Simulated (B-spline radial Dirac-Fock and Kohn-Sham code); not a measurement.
**Radiative decay of the M5 hole in Tm⁺**

System: Tm⁺ in the configuration [Xe] 4f12 5d1 6s1 (not the ground configuration).

Level of theory: one-electron (LDA, Dirac) transition rates at Dirac-Fock energies; a radial B-spline solver.

| line | multipole | energy (eV) | rate (s⁻¹) | share (%) |
| --- | --- | --- | --- | --- |
| Mζ1 (M5-N3) | E1 | 1130.4 | 1.38e+12 | 5.03 |
| M5-O3 | E1 | 1445.2 | 1.89e+11 | 0.687 |
| Mα2 (M5-N6) | E1 | 1464.2 | 1.27e+12 | 4.61 |
| Mα1 (M5-N7) | E1 | 1465.6 | 2.46e+13 | 89.7 |

The listed lines hold 100.0 % of the radiative rate. The radiative width is 0.0181 eV in the length form and 0.0183 eV in the velocity form; the two differ because the transition energies are not eigenvalue differences of the potential that gave the orbitals.

Values without a named source are computed, but for edge energies of neutral atoms, which are taken from tables.
